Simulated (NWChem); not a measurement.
Species: AlHSF$_{2}$; SMILES [F][Al]([F])[SH]

```xyz
5

Al     0.0070     0.4780     0.0000
F     -1.3582     1.3983     0.0000
F      1.4771     1.2242     0.0000
S     -0.1435    -1.6907     0.0000
H      1.1969    -1.8708     0.0000
```
Atoms are numbered in this order, from 1.

All runs: NWChem. All runs use the structure optimised with B3LYP/6-31G* (spherical d). Field at 589 nm.

**Question.** What does the run give for B3LYP/aug-cc-pVDZ? Quantities: isotropic polarisability (bohr³); anisotropy (bohr³).

**Answer.** 
```yaml
isotropic polarisability (bohr³): 45.3
anisotropy (bohr³): 13.7
```
